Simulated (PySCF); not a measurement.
**Structure from NMR data**

Molecular formula: C8H13FO. Simulated spectra:

1H NMR (400 MHz, computed): δ 3.57 (s, 3H), 2.47 (m, 1H), 2.36 (m, 1H), 2.11 (m, 1H), 1.74 (m, 1H), 1.53 (m, 1H), 1.51 (m, 1H), 1.40 (m, 1H), 1.21 (m, 1H), 0.72 (m, 1H), 0.34 (m, 1H).

13C{1H} NMR (computed): δ 86.5 (C), 64.5 (C), 56.6 (CH3), 36.2 (CH2), 33.1 (CH2), 28.4 (CH2), 26.3 (CH2), 25.7 (CH2).

[PySCF 2.14: NMR shieldings at PBE0/pcSseg-1/GIAO; geometry from GFN2-xTB; single conformer; no solvent model; relativity neglected; one averaged value for each set of equivalent atoms]

Scale: TMS for 1H (σ = 31.72 ppm), 13C (σ = 186.93 ppm) (reference shieldings calculated alike).

What is the structure?

## Answers


- The formula gives 2 degrees of unsaturation (2 rings in the answer).
- 8 carbon signals for 8 carbons: no two carbons are equivalent.
- Carbon types of the structure: 2 × C, 5 × CH2, 1 × CH3, which accounts for all hydrogens.
- δC 86.5, 64.5, 26.3: three-membered-ring carbon.
- δC 56.6: methyl carbon bonded to O; deshielded by the electronegative neighbour.
- δC 36.2, 33.1, 28.4, 25.7: sp3 CH2 in a ring; saturated and bonded to C and H only.
- δH 3.57: hydrogen on a methyl carbon bonded to O; its carbon carries O, an electronegative neighbour.
- δH 2.47, 2.36, 2.11, 1.74, 1.53, 1.51, 1.21, 0.72: hydrogen on an sp3 CH2 in a ring.
- δH 1.40, 0.34: hydrogen on a three-membered-ring carbon; cyclopropane-type protons are shielded by the ring.

These data were computed for `CO[C@@]12CCCC[C@]1(F)C2`.

The shifts were computed for this structure.

Splittings by 19F in the carbon and heteronuclear signals aren't shown, as no couplings were computed. Shifts are as computed. Against solution values, carbons near 30 ppm lie about +3 ppm off and those near 130 ppm about +5 ppm. Of 1211 compounds with measured shifts, 218 miss one by over three times the rms of a fit or turn the order of signals round; such compounds aren't used in these exercises. No couplings were computed; multiplicities are counted from neighbouring protons, with m where these are inequivalent, close in shift, in a saturated or five-membered ring or joined by F or P, and br s for small geminal =CH2 splittings.
